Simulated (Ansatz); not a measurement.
The pair A = CH4 (SMILES C) (first 5 atoms), B = SO2 (SMILES O=S=O); geometry from B3LYP-D3(BJ)/def2-TZVP.
(charge 0, multiplicity 1):
```xyz
8

C     -0.023     0.004    -0.177
H     -0.039     0.124    -1.259
H      0.864    -0.561     0.106
H      0.003     0.986     0.294
H     -0.921    -0.528     0.136
O     -1.181     0.416     3.329
S      0.022    -0.368     3.245
O      1.292     0.304     3.283
```

Cores are frozen in the correlated methods. MP2 and its Hartree–Fock in aug-cc-pV(Q+d)Z, aug-cc-pV(T+d)Z are density fitted.

Run with Ansatz (an electronic-structure program) with Gaussian orbitals. 

The counterpoise-corrected interaction energy is E(AB) − E(A in the pair's basis) − E(B in the pair's basis). Total energies (hartree):

```tsv
level	AB	A in the pair's basis	B in the pair's basis
HF/aug-cc-pV(T+d)Z	-587.5185076	-40.2135723	-547.3058237
MP2/aug-cc-pV(T+d)Z	-588.3958482	-40.4144802	-547.9796677
HF/aug-cc-pV(Q+d)Z	-587.5358285	-40.2161889	-547.3205178
MP2/aug-cc-pV(Q+d)Z	-588.4684584	-40.4273220	-548.0393083
MP2/aug-cc-pV(D+d)Z	-588.1622559	-40.3679681	-547.7930408
CCSD(T)/aug-cc-pV(D+d)Z	-588.2116589	-40.3958082	-547.8147032
```

Q: Work out the counterpoise-corrected interaction energy at the basis-set limit: extrapolate the MP2 correlation part as X⁻³, take Hartree–Fock from the larger set, and add the CCSD(T) − MP2 difference of aug-cc-pV(D+d)Z.

A: 
1. Differences (1 hartree = 627.509 kcal/mol): HF/aug-cc-pV(T+d)Z 0.557; MP2/aug-cc-pV(T+d)Z -1.067; HF/aug-cc-pV(Q+d)Z 0.551; MP2/aug-cc-pV(Q+d)Z -1.147; MP2/aug-cc-pV(D+d)Z -0.783; CCSD(T)/aug-cc-pV(D+d)Z -0.720.
2. Correlation parts, MP2 less HF: -1.624 in aug-cc-pV(T+d)Z (X = 3), -1.698 in aug-cc-pV(Q+d)Z (X = 4).
3. Limit (4³·(-1.698) − 3³·(-1.624))/(4³ − 3³) = -1.752; with HF/aug-cc-pV(Q+d)Z it gives -1.201.
4. CCSD(T) less MP2 in aug-cc-pV(D+d)Z: 0.062.
Result: -1.14 kcal/mol, against -1.07 at MP2/aug-cc-pV(T+d)Z. It is an estimate of this method's limit, not of the exact value.
